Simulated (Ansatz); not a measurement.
A barrier at the coupled-cluster level

Start structure (SnH4S, closed shell), relaxed at PBE0-D4/def2-TZVP:

```
6
angstrom
Sn 0.2531 0.9088 0.7943
S 1.5656 -1.0566 0.2766
H -1.6810 0.2110 -1.1524
H 0.5875 1.5342 -0.8302
H -2.1138 0.0417 -0.5622
H 1.3886 -1.6391 1.4740
```

The step: SnH₂S ([SH][SnH]) + H₂ → SnH₄S ([SH2][SnH2]); bonds formed: Sn1–H5, S2–H3; bonds broken: H3–H5. Program: Ansatz 0.2.0. Basis: def2-TZVPP and def2-QZVPP. Cores are frozen in the correlated methods. Filled d shells of the heavier atoms are correlated. Core potentials replace the inner electrons of the atoms past krypton. The def2 sets are not built for correlating such inner shells, so the correlated values are less sure here. Extrapolation: Hartree–Fock as exp(−7.88 √X), correlation as X^−2.97. Energies below are by CCSD(T) at an estimated basis limit (MP2 extrapolated from triple and quadruple zeta, plus CCSD(T) − MP2 in triple zeta).

(1) What are the electronic barrier and the energy of the step, from the start structure to the end structure? (To be estimated.)

T1 diagnostic: at most 0.016.

## Answers

(1) By the calculation: Barrier 25.98 kcal/mol; step energy 14.06 kcal/mol (uphill); reverse barrier, their difference, 11.92 kcal/mol. Barrier and step energy count from the start structure, the reverse barrier from the end structure.

The saddle point: One imaginary mode of 1082i cm⁻¹.
```tsv
pair	start (Å)	saddle (Å)	end (Å)
Sn1–H5	2.86	1.92	1.78
S2–H3	3.77	1.63	1.34
H3–H5	0.75	1.09	2.91
```

Zero-point energy (harmonic, PBE0-D4): ZPE is 17.12 kcal/mol at the start and 17.07 kcal/mol at the saddle, so the barrier goes from 25.98 to 25.92 kcal/mol.

Labels in which every atom is bracketed show which atoms are joined, not bond orders.

For scale, one of the runs: CCSD(T)/def2-TZVPP, 148 basis functions, launched by `ansatz run in.yaml --threads 2 --pin off --events-out ev --progress --plain --max-ram 4352MiB`. Hardware: 2 CPU threads of an Arm Neoverse V2, shared host. Wall time 18 s; peak host memory 0.99 GiB.
